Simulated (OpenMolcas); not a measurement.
Mo3+.

| Quantity | Value |
| --- | --- |
| Program | OpenMolcas 26.06 |
| Method | RASSCF |
| Basis | ANO-RCC-VTZP [7s6p4d2f1g] |
| Scalar Hamiltonian | DKH2, point nucleus |
| Active space | 9 electrons in 8 orbitals (RAS1 4p, at most 2 holes; RAS2 4d) |
| State averaging | 2S+1 = 4 even, 10 roots; 2S+1 = 2 even, 40 roots |
| Spin-orbit coupling | state interaction with AMFI integrals over the reference wave functions, term energies averaged over their components |

Levels without dynamic correlation, in cm⁻¹ above 4d³ ⁴F_3/2:

```csv
Level,E
4d³ ²G_7/2,14455
4d³ ⁴P_1/2,12488
4d³ ²P_1/2,17263
4d³ ²D_5/2(1),19708
4d³ ²H_9/2,19966
4d³ ²F_7/2,30636
4d³ ²D_5/2(2),45457
```

On this reference, MS-RASPT2, IPEA 0.25 Eh, imaginary shift 0.1 Eh (closed shells correlated: 4s) puts 4d³ ²G_7/2 at 12170 cm⁻¹.

Task: Estimate the other levels at that method by one scale factor, and say how well it serves.

Result: The factor is 12170 / 14455 = 0.842. Scaled values beside those that MS-RASPT2 gives and measured ones (Sugar and Musgrove, J. Phys. Chem. Ref. Data 17, 155 (1988)):
```
        Level  Scaled  MS-RASPT2  Miss (%)  Measured
   4d³ ⁴P_1/2   10515      10700      -1.7     10338
   4d³ ²P_1/2   14535      14580      -0.3     14348
4d³ ²D_5/2(1)   16594      17750      -6.5     16809
   4d³ ²H_9/2   16811      16660      +0.9     15995
   4d³ ²F_7/2   25796      25740      +0.2     24787
4d³ ²D_5/2(2)   38275      40250      -4.9     38922
```
For these levels the scaled values miss MS-RASPT2 by up to 6.5 %, as correlation changes each term by its own factor, spin-orbit parts do not scale and CASPT2 has its own spread within terms. This holds within one configuration; levels of others move differently, and the target method has errors of its own against measurement.

CASPT2 breaks the degeneracy within a term, and the mean is taken; among the terms shown or strongly mixed into the levels shown the widest spread is 1500 cm-1 (4d³ ⁴F, MS-RASPT2). Active for correlation alone: 4p; no level in the range computed is led by a configuration that opens it, so any true level of that kind is missing. Without dynamic correlation excited terms often stand tens of per cent too high (terms of higher spin than the ground term too low), and those without a measured partner can miss by more than the paired ones (holds for RASSCF). The CASPT2 spread within a term exceeds the gap to the next term for 4d³ ²H and 4d³ ²D(1), so the order of their levels is uncertain (holds for MS-RASPT2). Measured partners are found by configuration, term and J. A level has none where our copy of the source lacks it or the pairing is in doubt (some pairs that miss far off the trend of their configuration count as doubtful), and it then counts in no deviation. Levels of configurations outside the active space are missing.

A number in round brackets counts repeated terms of one configuration in the order of the reference energies.
